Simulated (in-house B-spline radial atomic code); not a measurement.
A fraction x of an electron is removed from 3d in Sr⁺, starting from [Kr] 5s1 and keeping the highest spin. Method: scalar-relativistic (X2C) BLYP, spin-polarised, spherical fractional occupations, Fermi nucleus of rms radius 4.224 fm. Calculated with a B-spline radial code for spherical atoms.

```json
{"x": "0", "E(x) - E(0) (eV)": "0.0000", "3d down level (eV)": "-134.127"}
{"x": "0.12", "E(x) - E(0) (eV)": "16.3010", "3d down level (eV)": "-137.564"}
{"x": "0.15", "E(x) - E(0) (eV)": "20.4409", "3d down level (eV)": "-138.429"}
{"x": "0.28", "E(x) - E(0) (eV)": "?", "3d down level (eV)": "?"}
{"x": "0.49", "E(x) - E(0) (eV)": "69.1937", "3d down level (eV)": "-148.403"}
{"x": "0.5", "E(x) - E(0) (eV)": "70.6792", "3d down level (eV)": "-148.701"}
{"x": "0.57", "E(x) - E(0) (eV)": "81.1614", "3d down level (eV)": "-150.793"}
{"x": "0.73", "E(x) - E(0) (eV)": "?", "3d down level (eV)": "?"}
{"x": "0.76", "E(x) - E(0) (eV)": "110.3560", "3d down level (eV)": "-156.534"}
{"x": "0.91", "E(x) - E(0) (eV)": "134.1799", "3d down level (eV)": "-161.128"}
{"x": "1", "E(x) - E(0) (eV)": "148.8065", "3d down level (eV)": "-163.910"}
```

Q: What belongs in the row x = 0.28?

A: An energy change of 38.6817 eV; 3d down at -142.207 eV.

Q: What belongs in the row x = 0.73?

A: An energy change of 105.6737 eV; 3d down at -155.621 eV.

Q: Check Janak's theorem between x = 0.12 and 0.15.

A: The slope of the energy is 138.00 eV; the orbital levels give 138.00 eV (-ε of the emptying orbital, averaged over the two points).
